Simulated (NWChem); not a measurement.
System: GeH2F2; SMILES [F][GeH2][F]

```xyz
5

Ge     0.0000     0.0000    -0.3343
F     -1.3721     0.0000     0.7174
F      1.3721     0.0000     0.7174
H      0.0000     1.3186    -1.1082
H      0.0000    -1.3186    -1.1082
```
Atoms are numbered in this order, from 1.

All runs: NWChem. Geometry: optimised at PBE0/def2-SVP. Ions are spin-unrestricted doublets at the neutral geometry; other ion states weren't tried.

Q: Estimate the computed values for LRC-wPBEh/def2-SVP. Quantities: vertical ionisation energy, ΔSCF (eV); −ε(HOMO) (eV).

A: 
- vertical ionisation energy, ΔSCF (eV) = 12.65
- −ε(HOMO) (eV) = 11.77
